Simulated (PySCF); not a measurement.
Static response to an electric field

Species: H6O3Si2.
Atom-mapped SMILES: `[OH:1][SiH:2]([OH:3])[O:4][SiH3:5]` (hydrogens: H6 on O1; H7 on Si2; H8 on O3; H9, H10, H11 on Si5)

Structure used (GFN2-xTB), in Å, numbered top down from 1:
```xyz
11
H6O3Si2 angstrom
O      1.4624    1.8112   -0.1184
Si     1.0444    0.2487   -0.2801
O      1.7649   -0.5656    0.9151
O     -0.5578    0.0945   -0.1414
Si    -1.8994   -0.7411    0.2056
H      0.9898    2.4771   -0.6077
H      1.4238   -0.2788   -1.5791
H      2.5655   -0.2166    1.2959
H     -2.2280   -1.5315   -0.9817
H     -2.8886    0.3035    0.4701
H     -1.6716   -1.5987    1.3656
```

Level: PBE0/def2-SVPD (PySCF), static field, nuclei fixed, core orbitals frozen in the response. The polarisability tensor in these axes (au):

```
x   64.94  2.81 -0.08
y    2.81 58.79 -0.93
z   -0.08 -0.93 56.77
```

**Question.** Diagonalise the tensor; give its mean and Δα, where Δα² is half the sum of the squared differences of the eigenvalues.

**Answer.** Principal values 56.27, 58.19 and 66.05 au; mean 60.17 au = 8.92 Å³ = 9.92 × 10⁻⁴⁰ C²·m²/J; Δα = 8.98 au (15 % of the mean).

**Question.** What is the dipole moment, and where does it point?

**Answer.** (0.06, 0.83, -0.49) D, 0.97 D in size, pointing from the negative to the positive side. Measured along this direction, the outermost atoms are H11 at the negative end and H6 at the positive end.

**Question.** How large is μ²/3kT at 273 K beside α?

**Answer.** In Gaussian units μ²/3kT = 8.28 Å³ against 8.92 Å³, a ratio of 0.93; the Debye molar polarisation (4π/3)N_A(α + μ²/3kT) is 43.4 cm³/mol, leaving out the vibrational part.

**Question.** What depolarisation ratio follows for Rayleigh scattering of linearly polarised light, taking the static tensor?

**Answer.** ρ = 3Δα²/(45ᾱ² + 4Δα²) = 241.7/(162913 + 322.2) = 0.00148.

**Question.** Give the eigenvalues of the traceless quadrupole moment Θ = ½Σq(3rr − r²1), origin at the centre of nuclear charge.

**Answer.** -4.42, 1.46, 2.96 D·Å. The values depend on the origin, since the dipole doesn't vanish. The electronic extent ⟨r²⟩ about the same centre is 809 bohr², a root-mean-square distance of 1.98 Å for the 58 electrons.

Isolated species at its GFN2-xTB geometry (one conformer only).

The run behind these numbers computed excited states as well. On Arm Neoverse V1, one thread, no GPU, on a shared host, this took 14 s and 0.70 GiB of memory at its peak.
